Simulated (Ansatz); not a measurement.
# Molecular dynamics of C2H8N2Si

Input file:

```yaml
crystal:
  periodic: [false, false, false]
  atoms:
    - { symbol: "N", position_ang: [-1.822952, -0.724869, 1.378972] }
    - { symbol: C, position_ang: [-0.68385, 0.023585, 1.144979] }
    - { symbol: C, position_ang: [0.417661, -0.779387, 0.609002] }
    - { symbol: Si, position_ang: [0.52467, -0.151821, -1.207347] }
    - { symbol: "N", position_ang: [1.034683, 1.505378, -1.147145] }
    - { symbol: H, position_ang: [-2.586308, -0.058167, 1.608428] }
    - { symbol: H, position_ang: [-1.170438, -0.218465, 2.341395] }
    - { symbol: H, position_ang: [0.266579, -1.877441, 0.612818] }
    - { symbol: H, position_ang: [1.392961, -0.487819, 1.02588] }
    - { symbol: H, position_ang: [1.581447, -0.927948, -1.931273] }
    - { symbol: H, position_ang: [-0.793905, -0.450858, -1.864242] }
    - { symbol: H, position_ang: [1.364011, 1.967968, -1.992334] }
    - { symbol: H, position_ang: [0.49584, 2.144939, -0.564333] }
basis:
  gaussian: { orbitals: def2-mTZVP }
hamiltonian:
  xc: pbe
  dispersion: d4
md:
  timestep: 0.5
  n_steps: 200
  ensemble: nve
  temperature: 100.0
  initial_velocities: maxwell_boltzmann
  seed: 5174
```

Launched with:

```bash
$ ansatz run input.yaml --threads 2 --pin off --max-ram 3072MiB --backend cpu --events-out ev --progress --plain --runs-dir out
```

It starts at the highest image of a converged band. Of that band: Neighbouring images differ by up to 2.1 eV, so the band resolves the path poorly. A vibrational analysis at the climbing image gives one clearly imaginary mode, 1493i cm⁻¹: a first-order saddle point.

Output, in part (step lines, the closing report, with atoms numbered from 0):

```
md step     0: t =     0.00 fs  T =   100.0 K  F+E_penalty+E_count = -13049.65882422 eV  E_kin = 0.142186 eV  conserved = -13049.51663822 eV  (31 SCF iters)
md step     1: t =     0.50 fs  T =    98.5 K  F+E_penalty+E_count = -13049.65662049 eV  E_kin = 0.140017 eV  conserved = -13049.51660392 eV  (33 SCF iters)
md step     2: t =     1.00 fs  T =    94.2 K  F+E_penalty+E_count = -13049.65038902 eV  E_kin = 0.133872 eV  conserved = -13049.51651688 eV  (34 SCF iters)
md step     3: t =     1.50 fs  T =    88.0 K  F+E_penalty+E_count = -13049.64148579 eV  E_kin = 0.125080 eV  conserved = -13049.51640616 eV  (34 SCF iters)
md step     4: t =     2.00 fs  T =    81.1 K  F+E_penalty+E_count = -13049.63164644 eV  E_kin = 0.115342 eV  conserved = -13049.51630432 eV  (34 SCF iters)
md step     5: t =     2.50 fs  T =    74.7 K  F+E_penalty+E_count = -13049.62247258 eV  E_kin = 0.106235 eV  conserved = -13049.51623762 eV  (33 SCF iters)
md step     6: t =     3.00 fs  T =    69.5 K  F+E_penalty+E_count = -13049.61501637 eV  E_kin = 0.098797 eV  conserved = -13049.51621906 eV  (34 SCF iters)
md step     7: t =     3.50 fs  T =    65.6 K  F+E_penalty+E_count = -13049.60957426 eV  E_kin = 0.093329 eV  conserved = -13049.51624564 eV  (34 SCF iters)
[... lines left out ...]
Total energy: -13050.62473296 eV, -479.6016129052 hartree
Atom 0 at    -1.838210    -0.602376     1.311871 Å, force     2.734597     0.082898    -1.268864 eV/Å
Atom 1 at    -0.513280     0.090021     1.360890 Å, force    -4.654903    -4.112565    -1.546553 eV/Å
Atom 2 at     0.466813    -0.817955     0.612421 Å, force     0.721607     1.726410     1.133226 eV/Å
Atom 3 at     0.510114    -0.175986    -1.146633 Å, force     0.538564     0.770122    -0.622104 eV/Å
Atom 4 at     0.963671     1.489997    -1.241355 Å, force     0.066083     0.597623     0.063925 eV/Å
Atom 5 at    -2.662001    -0.024926     1.417384 Å, force    -0.218782     0.297017     0.465054 eV/Å
Atom 6 at    -2.095511    -1.525428     0.732057 Å, force     1.036697     2.128610     1.374564 eV/Å
Atom 7 at     0.586899    -1.918246     0.406182 Å, force    -0.748272     0.275862     0.929740 eV/Å
Atom 8 at     1.319474    -0.359673     1.141727 Å, force     1.100654    -0.926582    -0.659708 eV/Å
Atom 9 at     1.539196    -0.880186    -1.999847 Å, force    -0.149082    -0.178622     0.212129 eV/Å
Atom 10 at    -0.802724    -0.433409    -1.778120 Å, force    -0.478745    -0.340903    -0.058880 eV/Å
Atom 11 at     0.986041     1.886706    -2.183638 Å, force     0.093581     0.081808     0.156099 eV/Å
Atom 12 at     0.665034     2.200176    -0.562927 Å, force    -0.041998    -0.401677    -0.178627 eV/Å
Dipole moment:    -0.354761    -0.155029    -0.274404 e Å
```

The steps, from the saved trajectory:

| time (fs) | T (K) | potential energy less start (eV) | conserved less start (meV/atom) |
| --- | --- | --- | --- |
| 0.0 | 100 | 0.000 | 0.00 |
| 3.0 | 69 | 0.044 | 0.03 |
| 6.0 | 54 | 0.066 | 0.03 |
| 9.0 | 81 | 0.028 | 0.04 |
| 12.0 | 217 | -0.166 | 0.07 |
| 15.0 | 564 | -0.660 | 0.01 |
| 18.0 | 921 | -1.168 | -0.10 |
| 21.0 | 1043 | -1.341 | -0.03 |
| 24.0 | 1212 | -1.582 | -0.07 |
| 27.0 | 1358 | -1.790 | -0.11 |
| 30.0 | 1213 | -1.585 | -0.16 |
| 33.0 | 716 | -0.876 | -0.03 |
| 36.0 | 314 | -0.303 | 0.03 |
| 39.0 | 353 | -0.360 | 0.00 |
| 42.0 | 622 | -0.743 | -0.07 |
| 45.0 | 733 | -0.901 | -0.05 |
| 48.0 | 791 | -0.983 | 0.00 |
| 51.0 | 913 | -1.156 | 0.00 |
| 54.0 | 1176 | -1.531 | -0.07 |
| 57.0 | 1359 | -1.792 | -0.20 |
| 60.0 | 979 | -1.251 | -0.11 |
| 63.0 | 434 | -0.474 | 0.09 |
| 66.0 | 537 | -0.622 | 0.01 |
| 69.0 | 923 | -1.172 | -0.14 |
| 72.0 | 929 | -1.180 | -0.12 |
| 75.0 | 715 | -0.874 | 0.03 |
| 78.0 | 866 | -1.089 | -0.02 |
| 81.0 | 1180 | -1.537 | -0.10 |
| 84.0 | 1181 | -1.539 | -0.20 |
| 87.0 | 645 | -0.775 | -0.01 |
| 90.0 | 434 | -0.474 | 0.07 |
| 93.0 | 866 | -1.091 | -0.10 |
| 96.0 | 1226 | -1.604 | -0.25 |
| 99.0 | 926 | -1.176 | -0.06 |

The run went to its last step. The conserved energy stayed within 0.26 meV per atom of its start (net change -0.008 meV per atom), so the integration is sound. The system heated up, since it started high on the potential surface and ran downhill. A run of 0.1 ps of so small a system gives no equilibrium averages. The orbitals stay closed-shell, which can raise the energy where a bond breaks towards radicals; this wasn't checked here.

The step under study would form N1–H7 and break C2–H7. These pairs go: N1–H7 1.27 → 1.12 Å, C2–H7 1.31 → 2.35 Å. In the last frame they stand as after the step (other bonds may differ from the relaxed reactants and products). It ends as one piece, C2H8N2Si. Pairs count as bonded within 1.25 times the sum of covalent radii (0.12 Å more for H–H).

Last frame:

```xyz
13
Properties=species:S:1:pos:R:3
N -1.838 -0.602 1.312
C -0.513 0.090 1.361
C 0.467 -0.818 0.612
Si 0.510 -0.176 -1.147
N 0.964 1.490 -1.241
H -2.662 -0.025 1.417
H -2.095 -1.525 0.732
H 0.587 -1.918 0.406
H 1.319 -0.360 1.142
H 1.539 -0.880 -2.000
H -0.803 -0.433 -1.778
H 0.986 1.887 -2.184
H 0.665 2.200 -0.563
```

The run took 5.4 min on 2 threads of Intel(R) Xeon(R) Platinum 8488C (Sapphire Rapids), with other jobs on the host, peak memory 0.17 GiB.
